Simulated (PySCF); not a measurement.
# Working out the ionisation energy of Dy(24+)

Dy(24+) [Kr] 4d6 (5D) → Dy(25+) [Kr] 4d5 (6S). All numbers are calculated (PySCF 2.14, the non-relativistic Hamiltonian (point nucleus), in an uncontracted even-tempered set (18 s from 1.6 bohr⁻², ratio 2.5; 12 p from 2.1 bohr⁻², ratio 2.5; 9 d from 2.1 bohr⁻², ratio 2.5; 4 f from 10 bohr⁻², ratio 2.7; 3 g from 16 bohr⁻², ratio 2.7)). Frozen: [Ar] 3d10; the 35 highest virtual orbitals dropped. Energies in hartree (1 hartree = 27.21139 eV):

```tsv
part	Dy(24+) (lower)	Dy(25+) (upper)
UHF	-11389.724106	-11359.275871
MP2 opposite-spin	-0.278954	-0.259133
MP2 same-spin	-0.131190	-0.130253
```

What does Hartree-Fock give?

(-11359.275871) − (-11389.724106) = 30.448235 hartree = 828.539 eV.

What do MP2 and SCS-MP2 (6/5 opposite-spin, 1/3 same-spin) give?

The opposite-spin parts differ by 0.539 eV and the same-spin parts by 0.025 eV. MP2: 828.539 + (0.539) + (0.025) = 829.103 eV. SCS-MP2: 828.539 + 1.2 × (0.539) + (0.025)/3 = 829.194 eV.

Reference: 827 ± 4 eV (theoretical estimate listed by NIST; NIST Atomic Spectra Database, ionization energies), between the lowest levels; spin-orbit coupling is absent from the calculation.

The calculation is non-relativistic.

What remains against the reference includes basis incompleteness, the frozen core and correlation beyond second order.
